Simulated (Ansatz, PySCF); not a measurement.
Process, species as SMILES: CCCCl [1-chloropropane] -> [CH2]C + [CH2]Cl (the C-C bond at the site shown breaks; other sites are not compared here)
Structures are relaxed separately at B3LYP-D3(BJ)/def2-TZVP in Ansatz (a program for electronic structure), one conformer each, not searched for the lowest.

Property: bond dissociation energy (0 K, with B3LYP-D3(BJ) harmonic zero-point energies from PySCF), in kcal/mol. Cores are frozen in the correlated levels unless marked. Open shells are spin-unrestricted. No spin-orbit coupling. No relativistic terms. CBS marks a two-point X^-3 extrapolation of the correlation energy; Hartree-Fock from the larger set. The bracket is a focal-point correction in the basis named.

| level | program | bond dissociation energy (kcal/mol) | minus last row |
|---|---|---|---|
| HF/def2-TZVPD | PySCF | 56.5 | -30.6 |
| RI-HF/cc-pV(Q+d)Z | Ansatz | 56.4 | -30.7 |
| PBE/def2-TZVPD | Ansatz | 80.9 | -6.2 |
| BLYP-D3(BJ)/def2-TZVPD | Ansatz + dftd3 | 78.7 | -8.4 |
| B3LYP-D4/def2-TZVPD | Ansatz + dftd4 | 80.2 | -6.9 |
| PBE0/6-31G* | Ansatz | 85.6 | -1.5 |
| PBE0-D4/def2-TZVP | Ansatz + dftd4 | 82.6 | -4.5 |
| TPSSh-D3(BJ)/def2-TZVPD | PySCF + dftd3 | 78.6 | -8.5 |
| TPSSh/def2-TZVPD | PySCF | 76.3 | -10.8 |
| r2SCAN0/def2-TZVPD | Ansatz | 76.3 | -10.8 |
| HSE06/def2-TZVPD | Ansatz | 81.1 | -6.0 |
| LC-wPBE-D4/def2-TZVPD | Ansatz + dftd4 | 82.6 | -4.5 |
| B2GP-PLYP-D4/def2-TZVPD | Ansatz + dftd4 | 83.9 | -3.2 |
| B2GP-PLYP/def2-TZVPD | Ansatz | 83.1 | -4.0 |
| B2PLYP-D4/def2-TZVPD | Ansatz + dftd4 | 83.0 | -4.1 |
| MP2/6-31G* | Ansatz | 90.0 | 2.9 |
| RI-MP2/aug-cc-pV(T+d)Z | Ansatz | 91.5 | 4.4 |
| RI-MP2/cc-pV(Q+d)Z | Ansatz | 91.5 | 4.4 |
| CCSD(T)/6-31G | Ansatz | 82.8 | -4.3 |
| CCSD(T)/aug-cc-pV(D+d)Z | Ansatz | 85.1 | -2.0 |
| RI-MP2/CBS(cc-pV(T+d)Z,cc-pV(Q+d)Z)+[CCSD(T)-MP2]/cc-pV(T+d)Z | Ansatz | 87.1 | 0.0 |
